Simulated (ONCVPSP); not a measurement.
# Building the ONCV potential for V (Z = 23) (PBE, scalar-relativistic).

ONCVPSP 4.0.1 input, shortened (lines: element, Z, core and valence counts, functional; n l f; lmax; l rc ep ncon nbas qcut; lloc lpopt rc5 dvloc0; l nproj debl; icmod fcfact rcfact), PBE, scalar-relativistic:

```
  V 23.00    3    4        4      upf
    1    0    2.00
    2    0    2.00
    2    1    6.00
    3    0    2.00
    3    1    6.00
    3    2    3.00
    4    0    2.00
    2
    0    1.70    0.00    4    8    6.20
    1    0.90    0.00    3    8   10.20
    2    1.65    0.00    4    8   11.00
    4    5    0.65    2.00
    0    2    3.70
    1    2    1.90
    2    2    1.80
    1    0.60    0.00
```

- Cutoffs needed: 40 Ha and 53 Ha (the cutoffs (Ha) at which the residual kinetic energy of the hardest occupied pseudo-wave falls to 1 and 0.1 mHa per electron)
- Ghost test: no bound ghost flagged; GHOST(+) flagged for s at 132.4 eV
- Configuration tests: 1 of 4 tests not solved or not reliable
- rms error of d²Exc/dni dnj: 2.60 mHa without and 1.67 mHa with the model core
